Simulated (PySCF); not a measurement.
H9NO3Si3, SMILES N[SiH2][SiH2][Si](O)(O)O, singlet at its GFN2-xTB optimised geometry (Å):

```
16

Si     0.1673    -2.3349     0.0000
O      1.7977    -2.3349     0.0000
O     -0.2058    -3.2912     1.2818
O     -0.3094    -2.9748    -1.4185
Si    -0.7966    -0.2701     0.0000
Si    -0.3858     1.0562    -1.8581
N     -1.1162     2.6283    -1.8340
H      2.2548    -2.3365     0.8347
H     -1.1144    -3.4941     1.4775
H      0.1392    -3.7343    -1.7832
H     -0.4072     0.4470     1.2410
H     -2.2548    -0.4121     0.2346
H      1.0387     1.3742    -2.0317
H     -0.9033     0.4874    -3.1083
H     -2.1202     2.6854    -1.8940
H     -0.7929     3.2912    -1.1479
```

Computed with CAM-B3LYP/def2-TZVP run with PySCF. Cells within 0.4 Å of a nucleus heavier than hydrogen are left out (blank, or x).

Map of the electron localisation function on the plane z = 0.0 Å:

```
|000000000000000000000000000|
|000000000000000000000000000|
|000000000000000000000000000|
|000000000001000000000000000|
|000000000024300000000000000|
|000000000024410000000000000|
|000000000012100000000000000|
|000000000000000000000000000|
|000000000000000000000000000|
|000000000000000000000000000|
|000000000012210000000000000|
|000001443224531000000000000|
|000018999610142000000000000|
|00004999981x412000000000000|
|00006999992x613100000000000|
|000049999910187102320000000|
|000018999559998236641000000|
|000002552269810378862000000|
|0000000000240xx28xx73000000|
|0000000000010xx28xx73000000|
|000000000001100388862000000|
|000000000000111156641000000|
|000000000000010003320000000|
|000000000000000000100000000|
|000000000000000000000000000|
|000000000000000000000000000|
|000000000000000000000000000|
```
Scale: ten equal steps from 0.000 (start of '0') to 1.000 (end of '9'), in the order '0123456789'; x runs from -5.50 to 5.50, y from -5.50 (bottom) to 5.50 (top).
